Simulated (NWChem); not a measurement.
System: BeH2SO; SMILES [OH][Be][SH]

Here is an NWChem input.

```
start job
memory heap 200 mb stack 900 mb global 1100 mb
geometry units angstroms noautoz
  Be     0.019959    -0.661149    -0.049665
  O     -0.004960    -2.066107    -0.143208
  H     -0.047642    -2.850870     0.396692
  S      0.082267     1.241851     0.055233
  H     -1.265158     1.350729    -0.003080
end
basis spherical
  * library def2-svp
end
dft
  xc xpbe96 cpbe96
  iterations 150
  vectors input atomic output neutral.movecs
end
task dft energy
charge 1
dft
  odft
  mult 2
  vectors input atomic output cation.movecs
end
task dft energy
```

All runs use the structure optimised with PBE0/def2-SVP.

Ions are spin-unrestricted doublets at the neutral geometry; other ion states weren't tried.

Q: Predict the main results of this run. (PBE/def2-SVP, vertical spin-unrestricted ions.) Quantities: vertical ionisation energy, ΔSCF (eV); −ε(HOMO) (eV).

A: 
| Item | Result |
|---|---|
| vertical ionisation energy, ΔSCF (eV) | 9.75 |
| −ε(HOMO) (eV) | 6.04 |
